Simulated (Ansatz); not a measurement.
In8P7F3. Total charge 0; singlet. Geometry PBE-D4/def2-SVP.

| atom | x (Å) | y (Å) | z (Å) |
| --- | --- | --- | --- |
| P1 | -1.359 | 1.789 | 1.131 |
| P2 | 2.194 | 1.156 | 0.801 |
| P3 | -0.022 | 1.514 | -2.312 |
| P4 | 0.245 | 1.028 | -0.212 |
| P5 | -2.126 | -2.272 | -1.524 |
| P6 | 2.475 | -1.711 | -2.281 |
| P7 | 0.993 | -2.625 | 2.096 |
| In8 | -1.292 | 3.932 | -1.254 |
| In9 | 1.171 | 3.717 | 1.770 |
| In10 | -2.536 | -0.148 | -0.158 |
| In11 | 2.827 | 1.131 | -2.090 |
| In12 | 0.019 | -1.142 | -2.314 |
| In13 | 0.043 | -0.203 | 2.490 |
| In14 | -1.133 | -3.127 | 0.737 |
| In15 | 2.157 | -1.489 | 0.176 |
| F16 | 0.666 | 4.391 | -0.273 |
| F17 | -2.097 | -1.315 | 1.742 |
| F18 | -2.226 | -4.626 | 1.477 |

In the def2 sets In takes a core potential, while STO-3G treats all electrons; there is no spin–orbit coupling. Single mean-field runs in def2-TZVP are fitted with def2-universal-jkfit. The restricted singlet is unstable towards broken spin symmetry in Hartree–Fock (as tested in another run); at HF/STO-3G, PBE-D4/def2-SVP, PBE-D4/def2-TZVP, r2SCANh-D4/def2-TZVP and others this wasn't settled.

(1) Estimate the orbital energies around the gap (eV) in Ansatz with HF/STO-3G, PBE-D4/def2-SVP, PBE-D4/def2-TZVP, r2SCANh-D4/def2-TZVP, PBE0-D4/def2-TZVP.

## Answers

(1) 
| orbital | HF/STO-3G | PBE-D4/def2-SVP | PBE-D4/def2-TZVP | r2SCANh-D4/def2-TZVP | PBE0-D4/def2-TZVP |
| --- | --- | --- | --- | --- | --- |
| HOMO−13 | -6.98 | -7.36 | -7.45 | -8.40 | -8.79 |
| HOMO−12 | -6.84 | -7.21 | -7.40 | -8.27 | -8.67 |
| HOMO−11 | -6.57 | -7.05 | -7.30 | -8.21 | -8.64 |
| HOMO−10 | -6.22 | -6.88 | -6.88 | -7.52 | -7.85 |
| HOMO−9 | -5.83 | -6.75 | -6.75 | -7.41 | -7.74 |
| HOMO−8 | -5.33 | -6.71 | -6.72 | -7.34 | -7.64 |
| HOMO−7 | -5.08 | -6.36 | -6.35 | -6.91 | -7.21 |
| HOMO−6 | -4.99 | -6.30 | -6.29 | -6.86 | -7.15 |
| HOMO−5 | -4.86 | -6.04 | -6.05 | -6.66 | -7.00 |
| HOMO−4 | -4.13 | -5.82 | -5.83 | -6.33 | -6.58 |
| HOMO−3 | -3.87 | -5.70 | -5.71 | -6.24 | -6.52 |
| HOMO−2 | -3.30 | -5.52 | -5.52 | -6.02 | -6.29 |
| HOMO−1 | -2.79 | -5.13 | -5.13 | -5.55 | -5.78 |
| HOMO | -1.20 | -4.86 | -4.88 | -5.24 | -5.42 |
| LUMO | 3.06 | -4.13 | -4.15 | -4.07 | -3.75 |
| LUMO+1 | 3.73 | -3.94 | -3.95 | -3.83 | -3.48 |
| LUMO+2 | 4.72 | -3.43 | -3.48 | -3.23 | -2.88 |
| LUMO+3 | 5.76 | -2.76 | -2.81 | -2.50 | -2.19 |
| LUMO+4 | 6.03 | -2.66 | -2.75 | -2.42 | -2.10 |
| LUMO+5 | 6.21 | -2.44 | -2.54 | -2.19 | -1.90 |
